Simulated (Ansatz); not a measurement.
A nudged elastic band was laid between two geometries of C3H6BClO (12 atoms, charge 0, multiplicity 1).

Level of theory: RKS PBE0-D4/def2-SVP (Ansatz 0.2.0).

- movable images: 9
- climbing image: yes
- spring: 5.0 eV/Å²
- optimiser: quadratic models (default)
- start path: through a guess of the saddle point
- force threshold: 0.05 eV/Å
- iteration limit: 56
- end points: relaxed

First end point:

```xyz
12
Properties=species:S:1:pos:R:3
C -1.440 1.002 1.634
C -0.494 0.361 0.934
Cl 0.841 -0.364 1.809
B -0.603 0.276 -0.631
O 0.239 -0.290 -1.504
C 1.455 -0.959 -1.266
H -2.278 1.456 1.100
H -1.410 1.092 2.723
H -1.585 0.796 -1.118
H 1.305 -1.861 -0.655
H 2.179 -0.311 -0.751
H 1.868 -1.253 -2.241
```

Last end point:

```xyz
12
Properties=species:S:1:pos:R:3
C -1.384 1.106 1.615
C -0.426 0.489 0.908
Cl 1.066 0.062 1.723
B -0.661 0.170 -0.612
O 0.140 -0.474 -1.469
C 1.405 -1.053 -1.247
H -2.317 1.382 1.117
H -1.272 1.347 2.676
H -1.714 0.555 -1.073
H 1.711 -1.549 -2.180
H 1.374 -1.797 -0.438
H 2.154 -0.290 -0.987
```

Q: What changes between the two ends?

A: No bond is made or broken.  The two ends are copies of one structure, up to a mirror image or an exchange of like atoms.

Q: Give the energies along the band, and the barrier.

A: The forces met the threshold. The highest image is number 5 of 0 to 10, 0.024 eV above the ends, which have the same energy within 2 meV. A vibrational analysis at the climbing image gives one clearly imaginary mode, 68i cm⁻¹: a first-order saddle point.

```tsv
image	path coordinate (Å)	energy (eV)
0	0.00	0.000
1	0.39	0.002
2	0.79	0.010
3	1.18	0.018
4	1.57	0.022
5	1.97	0.024
6	2.37	0.022
7	2.77	0.016
8	3.17	0.009
9	3.57	0.002
10	3.98	0.000
```

Q: What is the geometry of the highest image?

A: 
```xyz
12
Properties=species:S:1:pos:R:3
C -1.413 1.049 1.649
C -0.401 0.525 0.944
Cl 1.095 0.182 1.794
B -0.603 0.250 -0.591
O 0.174 -0.400 -1.465
C 1.395 -1.078 -1.292
H -2.349 1.288 1.138
H -1.345 1.247 2.723
H -1.637 0.683 -1.053
H 1.236 -2.147 -1.500
H 1.809 -0.962 -0.283
H 2.115 -0.692 -2.029
```

The band took 26 iterations and roughly 40 core-minutes.

The run took 21 min on 2 threads of Arm Neoverse N1, with other jobs on the host, peak memory 0.3 GiB.
